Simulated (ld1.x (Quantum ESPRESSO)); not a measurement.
## Transferability test, RRKJ potential for vanadium (V)

- Element: vanadium (V)
- Generator: ld1.x (Quantum ESPRESSO) 7.5
- Type: norm-conserving RRKJ (Kleinman–Bylander form)
- Functional: LDA (PZ)
- Relativity: fully relativistic
- Frozen core: [Ne] 3s2
- Valence charge: 11
- Reference configuration: 3p6 3d3 4s1 4p1
- Partial waves: 4s (bound): rc 2.45 bohr; 3p (bound): rc 1.05 bohr; 3d (bound): rc 1.75 bohr
- Local potential: all-electron potential smoothed inside 1.70 bohr (lloc = -2)
- Core correction: none
- rho0: 0.001

Open shells are filled in proportion to 2j + 1 (rel_dist='average').

Occupied shells without a wave of their own: 4p. They enter only through the test configuration that unscreens the potential.

Energies are relative to the spin-unpolarised reference configuration 3p6 3d3 4s1 4p1; without spin polarisation the order of configurations can differ from experiment. The frozen-core shift is the all-electron ΔE with the core orbitals held at their reference shape minus the fully relaxed ΔE.

Q: Give the all-electron excitation energy and the error of the potential for: 3p6 3d3 4s2 4p0; 3p6 3d3 4s1 4p0; 3p6 3d3 4s0 4p0; 3p6 3d3 4s0 4p2; 3p6 3d2 4s0 4p0; 3p6 3d3 4s1.5 4p0; 3p6 3d1 4s0 4p0.

A:

```tsv
valence configuration	charge	ΔE all-electron (eV)	error AE − PS (meV)	frozen-core shift (meV)
3p6 3d3 4s2 4p0	0	-3.408	+55	+0.1
3p6 3d3 4s1 4p0	+1	4.533	+113	0.0
3p6 3d3 4s0 4p0	+2	19.078	+176	+0.6
3p6 3d3 4s0 4p2	0	3.591	-84	+0.1
3p6 3d2 4s0 4p0	+3	48.236	+408	+57
3p6 3d3 4s1.5 4p0	+0.5	-0.228	+82	0.0
3p6 3d1 4s0 4p0	+4	94.367	+1028	+322
```

These tests converged, but a pseudo level misses the all-electron one widely, so the file describes the atom poorly there or has found another state: 3p6 3d1 4s0 4p0: empty 4s by 6.1 eV (a node warning on the way). The 4p level has no wave, so the channel is fitted at the deeper level alone: the likely source of the large errors.
